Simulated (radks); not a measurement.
The numbers below are computed, except where a source is named.
Initial-state core-level shifts of neutral strontium when its valence configuration changes from [Kr] 5s2. Code: a radial shooting solver on a logarithmic mesh with Libxc functionals. Model: Dirac Kohn-Sham, PBE, spin-unpolarised, spherical densities, point nucleus; open shells are shared between the two j in proportion to 2j + 1. Shifts are changes of the shell-averaged eigenvalues in eV (positive: less bound).

valence          2s      2p      3s      3p
5s1 5p1      -1.351  -1.350  -1.351  -1.350
5p2          -2.605  -2.602  -2.605  -2.603
4d1 5p1      -0.043  -0.053  -0.058  -0.056
4d0.5 5s1.5  +0.606  +0.600  +0.599  +0.600
4d1 5s1      +0.992  +0.982  +0.982  +0.983
4d1.5 5p0.5  +0.779  +0.765  +0.765  +0.767
4d0.5 5p1.5  -1.170  -1.175  -1.181  -1.179
4d2          +1.345  +1.328  +1.333  +1.336
5s1.5 5p0.5  -0.690  -0.689  -0.690  -0.689
